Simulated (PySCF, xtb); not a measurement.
Si(H)(OH) (H2OSi), SMILES O[SiH] (connectivity only; charge and spin as stated), neutral, multiplicity 1.

GFN2-xTB in xtb 6.7.1 at its own geometry gives an orbital gap of 2.77 eV and a dipole moment of 1.96 D.

Geometry optimised at PBE0-D3(BJ)/def2-TZVP.

Q: What does ωB97X/def2-TZVPD in PySCF give? (An estimate is asked for; the answer gives what the named calculation found.)

A: gap 8.98 eV (levels -8.98 and 0.00 eV), dipole 1.63 D.
